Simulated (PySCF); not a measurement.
A calculated (UHF, PySCF 2.14, x2c-SVPall, scalar relativity by spin-free X2C-1e) atom or ion has these occupied shells.

```tsv
shell	electrons	orbital energy (eV)	rms radius, mean of both spins (bohr)
1s α	1	-1345.9	0.151
1s β	1	-1345.7	0.151
2s α	1	-112.16	0.755
2s β	1	-111.70	0.755
2p α	3	-71.329	0.774
2p β	3	-71.164	0.774
3s α	1	-14.642	3.09
```

Problem. Name the element and its charge.

Solution. Mg⁺ (magnesium, charge +1), in [Ne] 3s1, 2S determinant.
